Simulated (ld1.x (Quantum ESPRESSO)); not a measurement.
## Cd (Z = 48): excitation energies, all-electron against TM

ld1.x (Quantum ESPRESSO) 7.5 input, shortened:

```
&input
   title='Cd', zed=48., rel=2, dft='PZ', iswitch=3,
   config='[Kr] 4d10 5s1.75 5p0.25', rel_dist='average'
 /
 &inputp
   pseudotype=2, tm=.true., lloc=1,
   nlcc=.false.
 /
3
5S  1  0   1.75   0.00  1.95  1.95  0.0
4D  3  2  10.00   0.00  1.20  1.20  0.0
4P  2  1   6.00   0.00  0.95  0.95  0.0
 &test
   configts(1)='4p6 4d10 5s1.75 5p0.25'
 /
```

Open shells are filled in proportion to 2j + 1 (rel_dist='average').

Occupied shells without a wave of their own: 5p. They enter only through the test configuration that unscreens the potential.

Energies are relative to the spin-unpolarised reference configuration 4p6 4d10 5s1.75 5p0.25; without spin polarisation the order of configurations can differ from experiment. The p channel is local and has no spin–orbit splitting in the pseudo-atom. The frozen-core shift is the all-electron ΔE with the core orbitals held at their reference shape minus the fully relaxed ΔE.

```
valence configuration  charge  ΔE all-electron (eV)  error AE − PS (meV)  frozen-core shift (meV)
     4p6 4d10 5s2 5p0       0                -1.164                 -3.0                      0.0
     4p6 4d10 5s0 5p0      +2                25.986                  -31                     +0.4
     4p6 4d10 5s1 5p1       0                 3.618                 +8.4                      0.0
     4p6 4d10 5s0 5p1      +1                14.362                 +3.6                     +0.2
     4p5 4d10 5s2 5p0      +1                73.210                  -56                      +26
   4p6 4d10 5s1.5 5p0    +0.5                 2.712                 -5.2                      0.0
```

Q: What are ΔE and the potential's error for 4p6 4d10 5s1 5p0?

A: ΔE = 8.465 eV all-electron; the error (AE − PS) is -9.9 meV.

Levels in the configuration 4p6 4d10 5s0 5p0:

```
   level  all-electron (eV)  pseudo (eV)
4p j=1/2            -90.050      -85.943
4p j=3/2            -84.154      -85.943
4d j=3/2            -31.137      -31.087
4d j=5/2            -30.413      -30.368
```

Note: ghost states, extra bound levels that the all-electron valence spectrum of the same l lacks: p1/2 at -66.1 eV, s at -30.2 eV. A true bound ghost makes a file unfit for plane-wave use. The potential misses its own reference levels by up to 4.0 eV, so it is not fit for use.
